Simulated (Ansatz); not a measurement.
## Changing the shape of I2, singlet

Computed with Ansatz's Gaussian-basis code (development build). Basis cc-pwCVTZ-PP, scalar-relativistic core potentials (28 electrons on I), no spin–orbit coupling, 8 orbitals frozen in the corrections; active space CAS(14,8). Restricted Hartree–Fock, then the lowest state-specific CASSCF solution met for each case. Coupled cluster stands on the determinant that it favours, not always the lowest RHF. On stretched bonds single-reference methods can fail or change state. Solutions in different active orbitals can move differences by tenths of an eV and at times more than 1 eV.

Case A: bond length 3.0659 Å.

Case B: bond length 2.6660 Å.

Energy less that of case A, in eV:

| case | RHF/ROHF | CASSCF | CCSD(T) |
| --- | --- | --- | --- |
| B | -0.656 | -0.313 | -0.505 |

Give the SC-NEVPT2 energies against case A.

B: -0.562 eV (-13.0 kcal/mol).
